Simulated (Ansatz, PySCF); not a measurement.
Molecule: sum formula SiAsH4, charge 0, multiplicity 2. It need not be the lowest isomer of its formula. 
Coordinates optimised at B3LYP-D3(BJ)/def2-TZVP (Ansatz, a quantum-chemistry and plane-wave program):
```xyz
6

Si    -1.5362     0.2922    -0.4070
As     0.7188    -0.1301     0.2069
H     -1.7894     1.7563    -0.2977
H     -2.4281    -0.4012     0.5642
H      1.2961     0.4154    -1.0938
H      0.7093    -1.5668    -0.3019
```
Charge 0, spin multiplicity 2.

Wanted: vertical ionisation energy (to the singlet state of charge +1; each state is the SCF solution reached for its spin; for the singlet the Hartree-Fock reference is unstable and T1 is 0.026), in eV. Cores are frozen in the correlated levels unless marked. Open shells are spin-unrestricted. Spin-orbit coupling is left out. Frozen are the shells of the preceding noble gas and the d and f shells that filled before the atom's block. Non-relativistic. CBS(X,Y): correlation extrapolated as X^-3; Hartree-Fock from the larger set. [CCSD(T)-MP2]/basis is that difference in the basis named.

```
level                                                          program  vertical ionisation energy (eV)
-------------------------------------------------------------  -------  -------------------------------
PBE/def2-TZVPD                                                  Ansatz                             7.95
CAM-B3LYP/def2-TZVPD                                            Ansatz                             8.14
B2PLYP/def2-TZVPD                                               Ansatz                             7.95
MP2/def2-SVPD                                                   Ansatz                             7.90
MP2/def2-TZVPPD                                                 Ansatz                             7.97
RI-MP2/def2-QZVPPD                                              Ansatz                             8.00
SCS-MP2/def2-SVPD                                               Ansatz                             7.84
CCSD/def2-SVPD                                                  Ansatz                             7.90
RI-MP2/CBS(def2-TZVPPD,def2-QZVPPD)+[CCSD(T)-MP2]/def2-SVPD     Ansatz                             7.98
RI-MP2/CBS(def2-TZVPPD,def2-QZVPPD)+[CCSD(T)-MP2]/def2-TZVPPD   Ansatz                             8.01
```

For comparison, minus the highest occupied orbital energy (PySCF): 6.39 eV at MN15/def2-TZVPD, 5.35 eV at r2SCAN/def2-TZVPD, 8.59 eV at HF/def2-TZVPD.
